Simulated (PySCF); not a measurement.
## Correlation energy of Zn(2+) (zinc, charge +2)

[Ar] 3d10, closed-shell 1S. Calculation: PySCF 2.14, in def2-QZVPPD (11s6p5d4f2g, 100 functions); no relativity, point nucleus. Frozen: [Ar]; 10 electrons correlated.

```csv
level,correlation energy (mhartree)
CCSD,-397.27
(T),-9.76
CCSD(T),-407.03
```

Diagnostics: T1 = 0.0069, D1 = 0.0098, largest double amplitude 0.013.

Task: Is a single reference adequate?

Result: Yes: T1 lies below 0.03 and no double amplitude reaches 0.07.
